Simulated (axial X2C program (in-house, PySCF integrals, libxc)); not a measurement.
ReH⁺ along the bond: BHandHLYP, with spin–orbit coupling

Calculated with an axial X2C code built on PySCF integrals. Two-component (2c) means X2C with spin–orbit coupling and atomic mean-field two-electron Coulomb and Gaunt terms. Basis: Re dyall-cv3z [13s14p9d7f4g], H dyall-v3z [6s2p1d] (cores contracted in-house); Gaussian nuclei, density fitting, unrestricted open shells. Masses: Re 186.956 u, H 1.008 u.

State: Ω = 5/2 (⟨Sz⟩ = 2.44, ⟨Lz⟩ = 0.06 at BHandHLYP). Dipoles are positive if H is the positive end and refer to the centre of mass.

```tsv
R (Å)	μ (D)	HOMO (eV)	LUMO (eV)
1.430	-1.382	-15.26	-8.88
1.496	-1.429	-15.30	-8.85
1.545	-1.455	-15.32	-8.83
1.595	-1.473	-15.34	-8.81
1.644	-1.481	-15.35	-8.79
1.702	-1.479	-15.36	-8.77
1.759	-1.462	-15.36	-8.75
1.833	-1.416	-15.35	-8.74
1.923	-1.316	-15.30	-8.72
2.055	-1.075	-15.16	-8.72
```

Question: The minimum lies at 1.645 Å. What is the dipole moment there?

Answer: At BHandHLYP, 2c, with the sign and origin stated: μ = -1.48 D.

Occupations by symmetry block were frozen at the best pattern of an incomplete PBE0 search. Density functionals use the spin component along the axis (collinear). With several unpaired electrons one determinant need not be a pure state. This is the top spin component of a Σ state; components of lower Ω are not single determinants and can lie lower.
